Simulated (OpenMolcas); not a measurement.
## Ni5+, Pd5+, Pt5+: d⁵ down the group

| Property | Result |
| --- | --- |
| Program | OpenMolcas |
| Method | SS-RASPT2, IPEA 0.25 Eh, imaginary shift 0.1 Eh |
| Basis | ANO-RCC-VQZP |
| Scalar Hamiltonian | DKH2, point nucleus |
| Spin-orbit coupling | RASSI with atomic mean-field integrals over the reference wave functions, term energies averaged over their components |

Active space for each ion: 11 electrons in 8 orbitals (RAS1 p, at most 2 holes; RAS2 d); closed shells correlated by CASPT2: Ni5+ 3s; Pd5+ 4s; Pt5+ 5s.

Computed levels in cm-1 above ⁶S_5/2:

| Level | Ni5+ | Pd5+ | Pt5+ |
| --- | --- | --- | --- |
| ⁴G_7/2 | 42940 | 29170 | 25570 |
| ⁴G_11/2 | 42960 | 29330 | 27150 |
| ⁴G_9/2 | 42990 | 29480 | 28510 |
| ⁴P_1/2 | 47790 | 33630 | 30670 |
| ⁴D_7/2 | 51780 | 35140 | 34600 |
| ⁴D_1/2 | 52000 | 36780 | 40050 |
| ²I_11/2 | 62400 | 42270 | 40250 |
| ²I_13/2 | 62600 | 43290 | 44450 |
| ²F_7/2(1) | 69370 | 50540 | 58000 |
| weight of ⁶S in the lowest level (%) | 100 | 98 | 81 |

Mixed levels, with the weight of the term that names them: Pd5+ ⁴P_1/2 (67 %), Pd5+ ⁴D_1/2 (68 %), Pd5+ ²F_7/2(1) (61 %), Pt5+ ⁴G_7/2 (61 %), Pt5+ ⁴G_11/2 (75 %), Pt5+ ⁴P_1/2 (59 %), Pt5+ ⁴D_7/2 (60 %), Pt5+ ⁴D_1/2 (66 %), Pt5+ ²I_11/2 (71 %), Pt5+ ²F_7/2(1) (61 %).

Measured, with the error of the calculation in %. Measured levels: Ni5+ from Corliss and Sugar, J. Phys. Chem. Ref. Data 10, 197 (1981).

```
    Level          Ni5+
  ⁴G_11/2  41921 (+2.5)
   ⁴P_1/2  46325 (+3.2)
   ⁴D_7/2  50331 (+2.9)
  ²I_11/2  61196 (+2.0)
  ²I_13/2  61280 (+2.1)
²F_7/2(1)  67085 (+3.4)
```

Without spin-orbit coupling ⁴G lies 42950, 29280, 26510 cm-1 above ⁶S in that order; the difference to the level ⁴G_7/2, of either sign, comes from spin-orbit coupling, which also lowers the zero.

CASPT2 does not keep the components of a term degenerate, so their means are used; among the terms shown or strongly mixed into the levels shown the widest spread is 260 cm-1 (4d⁵ ⁴F, Pd5+). Active for correlation alone: 3p; no level in the range computed is led by a configuration that opens it, so any true level of that kind is missing (holds for Ni5+). Active for correlation alone: 4p; no level in the range computed is led by a configuration that opens it, so any true level of that kind is missing (holds for Pd5+). Active for correlation alone: 5p; no level in the range computed is led by a configuration that opens it, so any true level of that kind is missing (holds for Pt5+). Computed and measured levels are paired by configuration, term and J; levels that our copy of the source lacks, or whose pairing is in doubt (as where it misses far off the trend of its configuration), stay unpaired and out of the deviations. Levels of configurations outside the active space are missing.

A number in round brackets counts repeated terms of one configuration in the order of the reference energies.
